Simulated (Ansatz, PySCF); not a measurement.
Zr(O)2 anion (O2Zr), SMILES [O]=[Zr]=[O] (connectivity only; charge and spin as stated), charge -1, multiplicity 2. Atoms are numbered in the order given.

```xyz
3

Zr     0.0000     0.0000    -0.3155
O      0.0000     1.4710     0.7203
O      0.0000    -1.4710     0.7203
```
Charge -1, spin multiplicity 2.

Geometry optimised at PBE0-D3(BJ)/def2-TZVPD. The spin state was assumed, not searched. The isomer is the one that the SMILES or the coordinates give; other isomers of the formula were not compared. The def2 effective core potentials stand for the cores of Zr; spin–orbit coupling is left out.

Two levels are set side by side: PBE-D3(BJ)/def2-TZVPD (Ansatz, a first-principles code) and PBE0-D3(BJ)/def2-TZVPD (Ansatz). Each level has its own optimised geometry; the coordinates shown are those of the second. Frequencies come from the Hessian of PySCF at each geometry. Differences are taken from unrounded values.

```csv
quantity,PBE0-D3(BJ),PBE-D3(BJ),PBE-D3(BJ) minus PBE0-D3(BJ)
mean bond length (Å),1.799,1.818,0.019
bond Zr1–O2 (Å),1.799,1.818,0.019
bond Zr1–O3 (Å),1.799,1.818,0.019
highest harmonic wavenumber (cm⁻¹),896,851,-45
mean harmonic wavenumber (cm⁻¹),668,638,-30
zero-point energy (kcal/mol),2.87,2.74,-0.13
```

GGA bonds tend to be longer and softer than those of functionals with exact exchange. Differences between two approximate levels are no errors against the true value.
